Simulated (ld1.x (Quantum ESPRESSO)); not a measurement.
# Which change was made? (Ba, TM)

```
Element                 : Ba
Generator               : ld1.x (Quantum ESPRESSO) 7.5
Type                    : norm-conserving Troullier–Martins (Kleinman–Bylander form)
Functional              : PBE
Relativity              : scalar-relativistic
Frozen core             : [Kr] 4d10 5s2
Valence charge          : 8
Reference configuration : 5p6 5d0 6s0 6p0 (charge +2)
Partial waves           : 6s (bound, empty): rc 2.95 bohr; 5p (bound): rc 2.55 bohr; 5d (bound, empty): rc 3.90 bohr
Local potential         : the d channel
Core correction         : none
```

Cutoffs, loose and tight: the cutoffs (Ry, on a coarse ladder) from which the occupation-weighted sum of valence levels, in a spherical-Bessel basis at the reference potential, stays within 10 and 1 mRy of its value at 400 Ry. They do not see the model core or the augmentation charge, which bear on the density cutoff. Test errors are all-electron minus pseudo excitation energies from the reference, over the configurations 5p6 5d0 6s2 6p0; 5p6 5d0 6s1 6p0; 5p6 5d0 6s1.5 6p0; 5p6 5d1 6s0 6p0; 5p6 5d0 6s1 6p1; 5p6 5d0 6s0 6p2; 5p6 5d0.5 6s1.5 6p0; variants that change the core or the reference have their own tests.

The base gives: outcome: generated; cutoff, loose: 18 Ry; cutoff, tight: 30 Ry; bound ghosts: s; largest test error (meV): +89.

Problem. After one change the result is: outcome: generated; cutoff, loose: 18 Ry; cutoff, tight: 30 Ry; bound ghosts: s; largest test error (meV): +71. Which change was it?
A. core correction a·sin(br)/r model core inside 2.38 bohr
B. core correction a·sin(br)/r model core inside 2.70 bohr
C. core correction a·sin(br)/r model core inside 1.34 bohr

Solution. B. The others give: core correction a·sin(br)/r model core inside 2.38 bohr → outcome: generated; cutoff, loose: 18 Ry; cutoff, tight: 30 Ry; bound ghosts: s; largest test error (meV): -83 | core correction a·sin(br)/r model core inside 1.34 bohr → outcome: generated; cutoff, loose: 18 Ry; cutoff, tight: 30 Ry; bound ghosts: s; largest test error (meV): -112.
